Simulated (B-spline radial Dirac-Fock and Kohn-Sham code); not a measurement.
Calculated with a radial atomic solver, using independent-particle photoionisation in a Dirac-Hartree-Slater potential with a Latter tail, all multipoles, thresholds from Dirac-Fock ΔSCF. Kinetic energies are from the vacuum level. Open shells are spread statistically over j, without multiplet splitting. Without correlation, outer binding energies are uncertain by a few eV, most for open f shells.

**Question.** A free atom or ion in its tabulated ground configuration is ionised with 4900 eV photons and gives these photoelectron lines. Identify it and assign the lines.

| kinetic energy (eV) | relative cross section |
| --- | --- |
| 2170.7 | 52.7 |
| 2408.4 | 54.9 |
| 2502.7 | 100.0 |
| 4402.9 | 9.8 |
| 4493.0 | 7.4 |
| 4508.7 | 13.5 |
| 4667.4 | 2.3 |
| 4670.2 | 3.3 |
| 4811.9 | 1.7 |
| 4839.5 | 1.0 |
| 4841.6 | 1.9 |
| 4876.5 | 0.055 |
| 4876.7 | 0.077 |

**Answer.** Nb²⁺, [Kr] 4d3. Binding energies are hν less the kinetic energy: 2s 2729.3 eV, 2p1/2 2491.6 eV, 2p3/2 2397.3 eV, 3s 497.1 eV, 3p1/2 407.0 eV, 3p3/2 391.3 eV, 3d3/2 232.6 eV, 3d5/2 229.8 eV, 4s 88.06 eV, 4p1/2 60.52 eV, 4p3/2 58.38 eV, 4d3/2 23.52 eV, 4d5/2 23.35 eV.

**Question.** A free atom or ion in its tabulated ground configuration is ionised with 6900 eV photons and gives these photoelectron lines. Identify it and assign the lines.

| kinetic energy (eV) | relative cross section |
| --- | --- |
| 799.6 | 100.0 |
| 5745.0 | 7.5 |
| 5825.3 | 1.1 |
| 5833.3 | 2.1 |

**Answer.** V¹⁵⁺, [He] 2s2 2p4. Binding energies are hν less the kinetic energy: 1s 6100.4 eV, 2s 1155.0 eV, 2p1/2 1074.7 eV, 2p3/2 1066.7 eV.

**Question.** A free atom or ion in its tabulated ground configuration is ionised with Mg Kα (1253.6 eV) photons and gives these photoelectron lines. Identify it and assign the lines.

| kinetic energy (eV) | relative cross section |
| --- | --- |
| 980.4 | 47.5 |
| 1037.3 | 51.6 |
| 1041.7 | 100.0 |
| 1137.0 | 27.5 |
| 1137.7 | 40.3 |

**Answer.** Ge⁵⁺, [Ar] 3d9. Binding energies are hν less the kinetic energy: 3s 273.2 eV, 3p1/2 216.3 eV, 3p3/2 211.9 eV, 3d3/2 116.6 eV, 3d5/2 115.9 eV.

**Question.** A free atom or ion in its tabulated ground configuration is ionised with 9120 eV photons and gives these photoelectron lines. Identify it and assign the lines.

| kinetic energy (eV) | relative cross section |
| --- | --- |
| 1353.8 | 100.0 |
| 8133.3 | 7.2 |
| 8267.4 | 1.7 |
| 8281.9 | 3.1 |
| 8959.4 | 1.1 |
| 9001.5 | 0.22 |
| 9003.4 | 0.41 |
| 9066.8 | 0.0048 |
| 9067.0 | 0.0069 |

**Answer.** Co³⁺, [Ar] 3d6. Binding energies are hν less the kinetic energy: 1s 7766.2 eV, 2s 986.7 eV, 2p1/2 852.6 eV, 2p3/2 838.1 eV, 3s 160.6 eV, 3p1/2 118.5 eV, 3p3/2 116.6 eV, 3d3/2 53.24 eV, 3d5/2 53.01 eV.

**Question.** A free atom or ion in its tabulated ground configuration is ionised with 3400 eV photons and gives these photoelectron lines. Identify it and assign the lines.

```tsv
kinetic energy (eV)	relative cross section
2325.9	91.2
2460.3	52.8
2474.7	100.0
3165.7	14.7
3209.8	7.1
3211.9	13.4
3273.5	0.27
3273.8	0.39
```

**Answer.** Co⁶⁺, [Ar] 3d3. Binding energies are hν less the kinetic energy: 2s 1074.1 eV, 2p1/2 939.7 eV, 2p3/2 925.3 eV, 3s 234.3 eV, 3p1/2 190.2 eV, 3p3/2 188.1 eV, 3d3/2 126.5 eV, 3d5/2 126.2 eV.
